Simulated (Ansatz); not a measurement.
Molecule: ZrI₃, charge 0, multiplicity 2. The spin state was set by rule; other spins were not relaxed. 
Coordinates optimised at B3LYP-D3(BJ)/def2-TZVP (Ansatz, a first-principles code):
```xyz
4

Zr     0.0000     0.0000     0.0000
I     -2.1313    -1.6446    -0.2542
I     -0.0141     2.4259    -1.1945
I      2.1454    -0.7813     1.4486
```
Charge 0, spin multiplicity 2.

Basis-set convergence of Hartree-Fock and CCSD correlation energies (hartree) with Ansatz. Correlated levels leave the core frozen unless marked. Open shells are spin-unrestricted. No spin-orbit coupling. The frozen core is the preceding noble-gas configuration, with the filled d and f shells of earlier blocks. Past Kr the def2 sets carry scalar-relativistic core potentials.

```
basis        functions       E(HF)  E(corr, CCSD)
-----------  ---------  ----------  -------------
def2-SVPD          139  -936.70163       -0.40344
def2-TZVPPD        233           ?              ?
```

Task: What belongs in the gaps?

Result: 
- def2-TZVPPD, E(HF): -936.74256
- def2-TZVPPD, E(corr, CCSD): -0.53349
